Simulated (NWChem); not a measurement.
# Spin states of H3Si2

```xyz
5

Si    -0.5405    -1.1099     0.0304
Si     0.3816     0.9758    -0.0330
H      0.8495    -1.7055    -0.2156
H      1.8043     1.3465     0.2636
H     -0.4286     2.2353    -0.0119
```
Charge 0, spin multiplicity 2.

Program: NWChem. The geometry was optimised at UPBE0/def2-SVP, a minimum by its harmonic frequencies.

Basis set: def2-TZVP. The gap is E(quartet) − E(doublet) at the geometry of the doublet, so a negative value puts the higher spin lower. Open shells are unrestricted, coupled cluster uses restricted open-shell references. The quartet is the single determinant that the SCF runs reached; it need not be the lowest quartet, which in molecules with degenerate π orbitals can need several determinants.

```json
[
 {"method": "CCSD(T)", "vertical doublet-quartet gap (kcal/mol)": "49.3", "relative cost": "10", "remark": "-", "difference from CCSD(T)": "0.0"},
 {"method": "MP2", "vertical doublet-quartet gap (kcal/mol)": "43.9", "relative cost": "under 3", "remark": "spin-contaminated", "difference from CCSD(T)": "-5.3"},
 {"method": "PBE", "vertical doublet-quartet gap (kcal/mol)": "49.0", "relative cost": "1", "remark": "-", "difference from CCSD(T)": "-0.3"},
 {"method": "HF", "vertical doublet-quartet gap (kcal/mol)": "33.0", "relative cost": "under 3", "remark": "spin-contaminated", "difference from CCSD(T)": "-16.3"},
 {"method": "B2PLYP", "vertical doublet-quartet gap (kcal/mol)": "51.3", "relative cost": "under 3", "remark": "-", "difference from CCSD(T)": "+2.0"},
 {"method": "B3LYP", "vertical doublet-quartet gap (kcal/mol)": "52.5", "relative cost": "under 3", "remark": "-", "difference from CCSD(T)": "+3.2"},
 {"method": "LC-wPBE (omega 0.3 per bohr)", "vertical doublet-quartet gap (kcal/mol)": "44.2", "relative cost": "9", "remark": "-", "difference from CCSD(T)": "-5.1"},
 {"method": "CAM-B3LYP", "vertical doublet-quartet gap (kcal/mol)": "50.9", "relative cost": "7", "remark": "-", "difference from CCSD(T)": "+1.6"}
]
```

The values span 19.5 kcal/mol, from HF (lowest) to B3LYP (highest). The cost column gives rough processor time relative to PBE; each entry includes its own SCF.

The correlated methods keep 10 core orbitals frozen. B3LYP has NWChem's definition, with VWN1-RPA local correlation. GW and range-separated runs recompute their integrals, the others keep them in memory, which bears on the times. The structure started from a generated list of species. No SCF solution was tested for a lower state. Open-shell Hartree-Fock references start from PBE0 orbitals; any time given for them includes that run. Differences from the coupled-cluster row are differences between methods, not errors against experiment.
